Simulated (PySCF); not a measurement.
Isomers of C7H14N2, mass 126.116 u with the commonest isotopes. Method: PBE0/pcSseg-1 in PySCF (dipole) on a GFN2-xTB geometry, gas phase. One conformer each, none proved a minimum here; rigid rotors.

Task: Order these by out-of-plane moment Σ m c² = (Ia + Ib − Ic)/2, largest first.
A. `[CH3:1][CH2:2][CH2:3][N:4]1[CH2:5][C@H:6]([CH3:7])[CH:8]=[N:9]1` with C1–C2–C3–N4 -64°, C2–C3–N4–C5 -66°
B. `[CH3:1][CH2:2][C:3]1=[N:4][N:5]([CH3:6])[CH2:7][C@@H:8]1[CH3:9]` with C1–C2–C3–N4 -114°, C3–N4–N5–C6 150°, N4–N5–C7–C8 -17°, N5–C7–C8–C9 136°, C2–C3–C8–C7 175°
C. `[CH2:1]=[CH:2][CH2:3][NH:4][N:5]([CH3:6])[CH2:7][CH:8]=[CH2:9]` with C1–C2–C3–N4 129°, C2–C3–N4–N5 168°, C3–N4–N5–C6 -144°, N4–N5–C7–C8 -70°, N5–C7–C8–C9 128°
D. `[CH2:1]=[CH:2][C@@H:3]1[CH2:4][CH2:5][NH:6][N:7]1[CH2:8][CH3:9]` with C1–C2–C3–C4 -114°, N6–N7–C8–C9 -74°, C2–C3–C4–C5 -125°, C3–C4–C5–N6 -21°, C4–C5–N6–N7 41°, C5–N6–N7–C8 -167°
E. `[CH3:1][CH2:2]/[CH:3]=[N:4]\[NH:5][CH:6]1[CH2:7][CH2:8][CH2:9]1` with C1–C2–C3–N4 -85°, C3–N4–N5–C6 165°, N4–N5–C6–C7 -104°, N5–C6–C7–C8 -131°, C6–C7–C8–C9 12°, C7–C8–C9–C6 -12°, N5–C6–C9–C8 133°
F. `CC(C)(C)N1CCC=N1`

Result: F (58.92 u·Å²), A (49.39 u·Å²), E (44.51 u·Å²), B (32.85 u·Å²), D (23.19 u·Å²), C (21.74 u·Å²).

Task: Order these by radius of gyration √(Σ m r²/M), largest first.
A. `[CH3:1][CH2:2][C:3]1=[N:4][N:5]([CH3:6])[CH2:7][C@@H:8]1[CH3:9]` with C1–C2–C3–N4 -114°, C3–N4–N5–C6 150°, N4–N5–C7–C8 -17°, N5–C7–C8–C9 136°, C2–C3–C8–C7 175°
B. `[CH3:1][CH2:2][CH2:3][N:4]1[CH2:5][C@H:6]([CH3:7])[CH:8]=[N:9]1` with C1–C2–C3–N4 -64°, C2–C3–N4–C5 -66°
C. `[CH3:1][CH2:2]/[CH:3]=[N:4]\[NH:5][CH:6]1[CH2:7][CH2:8][CH2:9]1` with C1–C2–C3–N4 -85°, C3–N4–N5–C6 165°, N4–N5–C6–C7 -104°, N5–C6–C7–C8 -131°, C6–C7–C8–C9 12°, C7–C8–C9–C6 -12°, N5–C6–C9–C8 133°
D. `CC(C)(C)N1CCC=N1`
E. `[CH2:1]=[CH:2][CH2:3][NH:4][N:5]([CH3:6])[CH2:7][CH:8]=[CH2:9]` with C1–C2–C3–N4 129°, C2–C3–N4–N5 168°, C3–N4–N5–C6 -144°, N4–N5–C7–C8 -70°, N5–C7–C8–C9 128°

Result: C (2.483 Å), E (2.377 Å), B (2.186 Å), A (2.153 Å), D (2.015 Å).

Task: Order these by dipole moment, largest first.
A. `[CH3:1][CH2:2][C:3]1=[N:4][N:5]([CH3:6])[CH2:7][C@@H:8]1[CH3:9]` with C1–C2–C3–N4 -114°, C3–N4–N5–C6 150°, N4–N5–C7–C8 -17°, N5–C7–C8–C9 136°, C2–C3–C8–C7 175°
B. `[CH2:1]=[CH:2][C@@H:3]1[CH2:4][CH2:5][NH:6][N:7]1[CH2:8][CH3:9]` with C1–C2–C3–C4 -114°, N6–N7–C8–C9 -74°, C2–C3–C4–C5 -125°, C3–C4–C5–N6 -21°, C4–C5–N6–N7 41°, C5–N6–N7–C8 -167°
C. `[CH2:1]=[CH:2][CH2:3][NH:4][N:5]([CH3:6])[CH2:7][CH:8]=[CH2:9]` with C1–C2–C3–N4 129°, C2–C3–N4–N5 168°, C3–N4–N5–C6 -144°, N4–N5–C7–C8 -70°, N5–C7–C8–C9 128°
D. `[CH3:1][CH2:2]/[CH:3]=[N:4]\[NH:5][CH:6]1[CH2:7][CH2:8][CH2:9]1` with C1–C2–C3–N4 -85°, C3–N4–N5–C6 165°, N4–N5–C6–C7 -104°, N5–C6–C7–C8 -131°, C6–C7–C8–C9 12°, C7–C8–C9–C6 -12°, N5–C6–C9–C8 133°

Result: A (1.99 D), D (1.86 D), C (1.12 D), B (0.53 D).

```csv
SMILES,point group,Ia (u·Å²),Ib (u·Å²),Ic (u·Å²),κ,μa (D),μb (D),μc (D)
C=CCNN(C)CC=C,C1,263.33,470.86,690.70,-0.42,0.77,0.59,0.57
CCC1=NN(C)C[C@@H]1C,C1,196.94,420.38,551.63,-0.65,0.19,1.98,0.08
CCCN1C[C@H](C)C=N1,C1,139.13,512.78,553.13,-0.95,0.57,1.39,1.39
CC/C=N\NC1CCC1,C1,138.41,683.90,733.30,-0.97,0.04,1.62,0.92
CC(C)(C)N1CCC=N1,C1,172.74,398.22,453.13,-0.83,0.47,1.85,0.48
C=C[C@@H]1CCNN1CC,C1,258.92,348.79,561.33,0.04,0.12,0.42,0.30
```
